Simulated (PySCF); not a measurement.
H₄Si₂, charge -1, multiplicity 2. Atoms are numbered in the order given.

```xyz
6

Si     0.1047    -1.3130     0.0000
H     -1.4404    -1.3631     0.0000
Si    -0.0010     1.0416     0.0000
H     -0.6811     1.7218     1.1714
H     -0.6811     1.7218    -1.1714
H      1.3509     1.7189     0.0000
```
Charge -1, spin multiplicity 2.

Geometry: PBE0-D3(BJ)/def2-TZVPD. The multiplicity is an assumed one; other spin states were not compared. The isomer is the one that the SMILES or the coordinates give; other isomers of the formula were not compared.

Computed with PBE/def2-TZVPD in PySCF.

Mulliken values depend strongly on the basis, most of all with diffuse functions as here. ESP charges are fitted to the potential on shells at 1.4 to 2.0 van der Waals radii. Atomic charges (e):

```
atom  meta-Löwdin  ESP fit  Mulliken  Mulliken spin
----  -----------  -------  --------  -------------
Si1           ___    -0.81     -0.59           0.93
H2            ___    -0.03     -0.04          -0.04
Si3           ___     0.53     -0.25           0.08
H4            ___    -0.23     -0.04           0.02
H5            ___    -0.23     -0.04           0.02
H6            ___    -0.22     -0.05           0.00
```

Q: What belongs in the gaps? (The exact figures need the calculation; the answer reports its results.)

A: 
- Si1, meta-Löwdin: -0.58
- H2, meta-Löwdin: -0.11
- Si3, meta-Löwdin: 0.08
- H4, meta-Löwdin: -0.13
- H5, meta-Löwdin: -0.13
- H6, meta-Löwdin: -0.13
